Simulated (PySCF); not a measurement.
Vertical excitations of a molecule CH7AlO2Si from TDDFT-LC-ωPBE/def2-SVPD in PySCF, as energy in eV (oscillator strength): 7.47 (0.003), 7.49 (0.000), 7.57 (0.001), 7.81 (0.029), 7.82 (0.003), 7.94 (0.101), 8.07 (0.085), 8.78 (0.079), 8.78 (0.012), 8.94 (0.008). Lowest triplet (TDA): 6.95 eV. The structure is a stationary point at B3LYP-D3(BJ)/def2-SVP. Other conformers were not sampled.

Q: Identify the compound among the candidates.
A. C[SiH2][Al]([OH])[OH]
B. C[O][Al]([OH])[SiH3]
C. C[O][AlH][O][SiH3]
D. [OH][Al]([OH])[CH2][SiH3]

A: C, C[O][AlH][O][SiH3]
